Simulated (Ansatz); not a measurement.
# Ligand exchange: GeH2(CH3)Cl + NaCl → GeH2Cl2 + CH3Na

Species: GeH2(CH3)Cl, singlet; NaCl, singlet; GeH2Cl2 (dichlorogermane) `[Cl][GeH2][Cl]`, singlet; CH3Na `[CH3][Na]`, singlet. The partners trade CH3 for Cl: Ge–CH3 and Na–Cl bonds give way to Ge–Cl and Na–CH3.

Shapes, held fixed at every level: PBE0-D4/def2-TZVP. Programs: Ansatz 0.2.0. The zero-point and thermal change to 298 K, harmonic and unscaled (PBE0-D4/def2-TZVP), is -7.6 kJ/mol.

```csv
level,kind,ΔH(298 K) (kJ/mol),less CCSD(T)/def2-TZVPP,CPU time (sum over the molecules)
SPW92/def2-TZVPP,LDA,+174.7,-18.7,5.8 s
B3LYP-D4/def2-TZVPP,global hybrid,+183.1,-10.3,20 s
BHLYP-D4/def2-TZVPP,global hybrid,+199.6,+6.2,14 s
wB97X-V/def2-TZVPP,range-separated hybrid,+199.8,+6.4,38 s
MP2/def2-TZVPP,perturbation theory,+195.2,+1.8,–
CCSD(T)/def2-SVP,coupled cluster or CI,+196.2,+2.8,11 s
CCSD(T)/def2-TZVPP,coupled cluster or CI,+193.4,0.0,3.2 min
```

The highest level, CCSD(T)/def2-TZVPP, gives ΔH(298 K) = +193.4 kJ/mol; the levels span +174.7 to +199.8. The column of differences is taken from that level and isn't an error. No measured value is set beside it here. Relativity is left out for Ge. Outer-core shells of Ge, Na are correlated in most correlated rows, in sets that cover them unevenly. Times are processor times on shared x86 and Arm servers, and rough.
